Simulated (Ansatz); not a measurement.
Molecule: sum formula ZrH3F (charge 0, singlet). SMILES: [F][ZrH3]
Geometry from a B3LYP-D3(BJ)/def2-TZVP (Ansatz, a program for electronic structure) optimisation:
```
Zr
F 1 1.8883
H 1 1.8511 2 108.67
H 1 1.8511 3 110.26 2 -119.00
H 1 1.8511 3 110.26 4 -122.00
```

Parts of the frozen-core correlation energy in def2-SVP (Ansatz, hartree). Frozen orbitals: 5; correlated occupied orbitals by spin: 7 and 7; virtual: 48 and 48. Spin-orbit coupling is left out. In def2 rows, elements after Kr have scalar-relativistic effective core potentials.

```
term                            value
-------------------------  ----------
reference (HF)             -147.65163
MP2 opposite-spin                   ?
MP2 same-spin                       ?
CCSD correlation                    ?
(T)                          -0.00684
T1 diagnostic                   0.021
largest doubles amplitude       0.032
```

**Question.** Some entries are withheld; supply them.

**Answer.** 
- MP2 opposite-spin, value: -0.22974
- MP2 same-spin, value: -0.06811
- CCSD correlation, value: -0.31823
